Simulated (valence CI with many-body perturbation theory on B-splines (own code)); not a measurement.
# E1 line list for Mo2+

Level of theory: valence CI with perturbative core correlation (CI+MBPT): four valence electrons over a frozen Dirac-Fock core [Kr], a basis of 7 s, 7 p, 8 d, 6 f, 4 g, 1 h functions for each j, with the one-electron correlation potential Σ1, the two-electron term Σ2, the three-electron term Σ3, Breit, model QED; selected CI, second order for the rest, scaled by the run's own slope (own B-spline code, finite nucleus).

Against 67 measured levels this calculation errs by 561 cm⁻¹ on average and by 1275 at most. These come from a selection out of Sugar and Musgrove, J. Phys. Chem. Ref. Data 17, 155 (1988). Levels without a partner in it may be off by more, other configurations by 1,000 to 8,000 cm⁻¹. Among the levels kept, up to 470 cm⁻¹ of a level comes from second order outside the variational space, and about a tenth of that is noise between levels of different J, which matters for small intervals.

Lines 251 to 300 of 592 in falling wavelength, among levels below 124753 cm⁻¹, chosen from the strongest by gf and those to the six lowest levels. Wavelengths and rates use the calculated energies, so an error of 600 cm⁻¹ moves a line at 1627 Å by 0.98 % and its rate by three times that or more. Electric multipoles are in the length gauge, E1 and E2 with the static RPA response of the core. Weak lines are less certain than strong ones. Lines between different terms over intervals too small for the method are left out, as are lines whose strength nearly cancels. Where a level lies close to another of its J and parity, the split of strength between their lines is uncertain. The highest levels of a list are the least certain.

Names give the largest LS component (configuration and term), which can be under half, so a name can repeat, a term be missing and a line seem to break the LS rules; names also repeat where a configuration has a term twice. Letters in brackets count levels of one name in rising energy.

| λ vac (Å) | λ from measured levels | Upper | Lower | A (s⁻¹) | S (a.u.) with core polarisation | S without |
| --- | --- | --- | --- | --- | --- | --- |
| 2033 |  | 4d3 5p 5S°_2 | 4d3 5s 5P_1 | 7.80e+07 | 1.62e+00 | 1.82e+00 |
| 1996 |  | 4d3 5p 3F°_4 [c] | 4d3 5s 3F_4 [a] | 2.70e+07 | 9.55e-01 | 1.04e+00 |
| 1993 |  | 4d3 5p 3F°_4 [a] | 4d4 3F_4 [b] | 6.48e+07 | 2.28e+00 | 2.54e+00 |
| 1938 |  | 4d3 5p 3D°_3 [g] | 4d3 5s 3D_3 [a] | 3.98e+07 | 9.99e-01 | 1.11e+00 |
| 1933 |  | 4d3 5p 1G°_4 [c] | 4d3 5s 1H_5 | 1.21e+08 | 3.88e+00 | 4.27e+00 |
| 1932 |  | 4d3 5p 1H°_5 [a] | 4d4 1G_4 [b] | 7.08e+07 | 2.77e+00 | 3.14e+00 |
| 1908 |  | 4d3 5p 3P°_2 [a] | 4d4 3P_2 [b] | 6.07e+07 | 1.04e+00 | 1.18e+00 |
| 1881 |  | 4d3 5p 3G°_4 [d] | 4d3 5s 3H_5 | 3.81e+07 | 1.13e+00 | 1.25e+00 |
| 1879 |  | 4d3 5p 3G°_3 [e] | 4d3 5s 3H_4 | 3.93e+07 | 9.01e-01 | 1.00e+00 |
| 1873 |  | 4d3 5p 3G°_5 [d] | 4d3 5s 3H_6 | 3.34e+07 | 1.19e+00 | 1.32e+00 |
| 1859 |  | 4d3 5p 1F°_3 [b] | 4d3 5s 1G_4 | 3.67e+07 | 8.14e-01 | 8.88e-01 |
| 1809 |  | 4d3 5p 1G°_4 [a] | 4d4 1G_4 [b] | 7.78e+07 | 2.04e+00 | 2.31e+00 |
| 1685 |  | 4d3 5p 1P°_1 [c] | 4d4 1S_0 [b] | 3.03e+08 | 2.14e+00 | 2.38e+00 |
| 1652 |  | 4d3 5p 3D°_2 [c] | 4d4 3F_3 [b] | 6.59e+07 | 7.33e-01 | 8.11e-01 |
| 1640 |  | 4d3 5p 3D°_3 [e] | 4d4 3F_4 [b] | 1.11e+08 | 1.69e+00 | 1.88e+00 |
| 1636 |  | 4d3 5p 1F°_3 [a] | 4d4 1G_4 [b] | 7.24e+07 | 1.10e+00 | 1.22e+00 |
| 1632 |  | 4d3 5p 3D°_1 [d] | 4d4 3F_2 [b] | 1.66e+08 | 1.07e+00 | 1.18e+00 |
| 1627 | 1590 | 4d3 5p 3D°_2 [a] | 4d4 3F_3 [a] | 7.21e+07 | 7.66e-01 | 8.68e-01 |
| 1622 |  | 4d3 5p 3D°_2 [d] | 4d4 3F_3 [b] | 7.92e+07 | 8.34e-01 | 9.32e-01 |
| 1616 |  | 4d3 5p 3G°_5 [c] | 4d4 3F_4 [b] | 6.74e+07 | 1.55e+00 | 1.72e+00 |
| 1611 |  | 4d3 5p 3D°_3 [f] | 4d4 3F_4 [b] | 7.25e+07 | 1.05e+00 | 1.17e+00 |
| 1609 |  | 4d3 5p 3D°_3 [a] | 4d4 3P_2 [a] | 7.21e+07 | 1.04e+00 | 1.17e+00 |
| 1601 |  | 4d3 5p 3D°_3 [a] | 4d4 3F_4 [a] | 5.21e+07 | 7.40e-01 | 8.38e-01 |
| 1597 |  | 4d3 5p 3G°_3 [d] | 4d4 3F_2 [b] | 9.48e+07 | 1.33e+00 | 1.48e+00 |
| 1596 |  | 4d3 5p 3G°_4 [c] | 4d4 3F_3 [b] | 1.13e+08 | 2.03e+00 | 2.25e+00 |
| 1596 | 1555 | 4d3 5p 3D°_2 [a] | 4d4 3P_1 [a] | 1.05e+08 | 1.05e+00 | 1.19e+00 |
| 1587 | 1543 | 4d3 5p 3D°_1 [a] | 4d4 3P_0 [a] | 9.67e+07 | 5.72e-01 | 6.46e-01 |
| 1584 |  | 4d3 5p 3F°_4 [a] | 4d4 3D_3 | 4.11e+07 | 7.25e-01 | 8.12e-01 |
| 1582 |  | 4d3 5p 1H°_5 [b] | 4d4 3F_4 [b] | 6.06e+07 | 1.30e+00 | 1.45e+00 |
| 1570 |  | 4d3 5p 3G°_3 [b] | 4d4 1D_2 [a] | 5.49e+07 | 7.35e-01 | 8.32e-01 |
| 1568 |  | 4d3 5p 3P°_2 [c] | 4d4 3P_2 [b] | 1.09e+08 | 1.04e+00 | 1.15e+00 |
| 1564 |  | 4d3 5p 3P°_1 [c] | 4d4 3P_2 [b] | 1.22e+08 | 6.92e-01 | 7.66e-01 |
| 1556 |  | 4d3 5p 3D°_3 [b] | 4d4 3P_2 [a] | 1.68e+08 | 2.18e+00 | 2.46e+00 |
| 1555 |  | 4d3 5p 3G°_4 [a] | 4d4 3G_4 | 5.12e+07 | 8.55e-01 | 9.55e-01 |
| 1548 |  | 4d3 5p 3D°_3 [b] | 4d4 3F_4 [a] | 9.15e+07 | 1.17e+00 | 1.33e+00 |
| 1537 |  | 4d3 5p 3G°_5 [a] | 4d4 3G_5 | 8.68e+07 | 1.71e+00 | 1.91e+00 |
| 1533 |  | 4d3 5p 1G°_4 [b] | 4d4 1F_3 | 2.51e+08 | 4.02e+00 | 4.53e+00 |
| 1533 | 1493 | 4d3 5p 5D°_2 [a] | 4d4 3P_1 [a] | 8.58e+07 | 7.63e-01 | 8.60e-01 |
| 1532 |  | 4d3 5p 3S°_1 [b] | 4d4 3P_1 [b] | 1.73e+08 | 9.21e-01 | 1.02e+00 |
| 1530 |  | 4d3 5p 3F°_2 [a] | 4d4 3G_3 | 1.31e+08 | 1.16e+00 | 1.30e+00 |
| 1524 |  | 4d3 5p 3G°_3 [a] | 4d4 3F_3 [a] | 7.08e+07 | 8.65e-01 | 9.71e-01 |
| 1524 |  | 4d3 5p 3G°_3 [a] | 4d4 3F_2 [a] | 1.47e+08 | 1.80e+00 | 2.03e+00 |
| 1523 | 1481 | 4d3 5p 5D°_1 [a] | 4d4 3P_0 [a] | 6.15e+06 | 3.22e-02 | 3.63e-02 |
| 1522 |  | 4d3 5p 3G°_3 [c] | 4d4 1D_2 [a] | 6.98e+07 | 8.50e-01 | 9.64e-01 |
| 1517 | 1475 | 4d3 5p 5F°_1 | 4d4 3P_0 [a] | 5.85e+07 | 3.02e-01 | 3.40e-01 |
| 1516 |  | 4d3 5p 3F°_3 [a] | 4d4 3G_4 | 1.43e+08 | 1.72e+00 | 1.91e+00 |
| 1509 |  | 4d3 5p 3G°_4 [a] | 4d4 3F_4 [a] | 5.41e+07 | 8.26e-01 | 9.26e-01 |
| 1507 |  | 4d3 5p 3F°_3 [b] | 4d4 1D_2 [a] | 2.06e+08 | 2.44e+00 | 2.75e+00 |
| 1506 |  | 4d3 5p 3F°_2 [e] | 4d4 1D_2 [b] | 1.50e+08 | 1.26e+00 | 1.42e+00 |
| 1503 |  | 4d3 5p 3F°_4 [a] | 4d4 3G_5 | 1.71e+08 | 2.58e+00 | 2.87e+00 |
